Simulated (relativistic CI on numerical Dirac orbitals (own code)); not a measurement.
## Ligand-field terms of d3

Computed with a parametric ligand-field model of a d^n configuration (Racah B and C, spin-orbit zeta, crystal field), exact diagonalisation.

Field parameters in Wybourne normalisation: D3d B²₀ = −7Dσ, B⁴₀ = −14Dq − 21Dτ, B⁴₃ = −14√(10/7) Dq; D4h B²₀ = −7Ds, B⁴₀ = 21(Dq − Dt), B⁴₄ = 21√(5/14) Dq; Td as Oh with Dq negative (B⁴₀ = 21Dq, B⁴₄ = √(5/14) B⁴₀). The field is a parameter set, without covalency.

Task: Ground term and bands for B = 440, C = 1620, ζ = 0 cm⁻¹, D4h, 10Dq = 38700, Ds = -1500, Dt = -150 cm⁻¹?

Result: Ground term 4B1 with 0.00 electrons in the two orbitals of the cubic e set. Spin-allowed: 4E 37835 cm⁻¹ (264 nm), 4B2 38700 cm⁻¹ (258 nm), 4E 43920 cm⁻¹ (228 nm), 4A2 50477 cm⁻¹ (198 nm). Lowest spin-forbidden: 2E 6781 cm⁻¹ (1475 nm), 2B1 8452 cm⁻¹ (1183 nm), 2A1 8514 cm⁻¹ (1175 nm).

Task: Ground term and bands for B = 900, C = 4260, ζ = 0 cm⁻¹, D3d, 10Dq = 24800, Dσ = -1200, Dτ = 330 cm⁻¹?

Result: Ground term 4A2 with 0.01 electrons in the two orbitals of the cubic e set. Spin-allowed: 4E 26059 cm⁻¹ (384 nm), 4A1 26888 cm⁻¹ (372 nm), 4A2 34403 cm⁻¹ (291 nm), 4E 36278 cm⁻¹ (276 nm). Lowest spin-forbidden: 2E 19354 cm⁻¹ (517 nm), 2E 20165 cm⁻¹ (496 nm), 2A2 20828 cm⁻¹ (480 nm).

Task: A d3 ion in Td symmetry has the ground term 4T1 and bands at 2E 8144 cm⁻¹ (1228 nm), 4T2 9779 cm⁻¹ (1023 nm), 2T1 17314 cm⁻¹ (578 nm), 2T2 17705 cm⁻¹ (565 nm), 4A2 20929 cm⁻¹ (478 nm), 4T1 24009 cm⁻¹ (417 nm). Which parameters reproduce them?

Result: B = 1040, C = 3950, ζ = 0 cm⁻¹, Td, 10Dq = -11150 cm⁻¹.

Task: Ground term and bands for B = 930, C = 3760, ζ = 0 cm⁻¹, D3d, 10Dq = 15750, Dσ = -1200, Dτ = -170 cm⁻¹?

Result: Ground term 4A2 with 0.01 electrons in the two orbitals of the cubic e set. Spin-allowed: 4E 13946 cm⁻¹ (717 nm), 4A1 16794 cm⁻¹ (595 nm), 4E 23315 cm⁻¹ (429 nm), 4A2 23713 cm⁻¹ (422 nm). Lowest spin-forbidden: 2E 16689 cm⁻¹ (599 nm), 2E 18156 cm⁻¹ (551 nm), 2A2 19066 cm⁻¹ (525 nm).

Task: Ground term and bands for B = 440, C = 1910, ζ = 0 cm⁻¹, D4h, 10Dq = 23300, Ds = -1500, Dt = 170 cm⁻¹?

Result: Ground term 4B1 with 0.00 electrons in the two orbitals of the cubic e set. Spin-allowed: 4E 20493 cm⁻¹ (488 nm), 4B2 23300 cm⁻¹ (429 nm), 4E 25538 cm⁻¹ (392 nm), 4A2 32987 cm⁻¹ (303 nm). Lowest spin-forbidden: 2E 6267 cm⁻¹ (1596 nm), 2B1 9100 cm⁻¹ (1099 nm), 2A1 9258 cm⁻¹ (1080 nm).
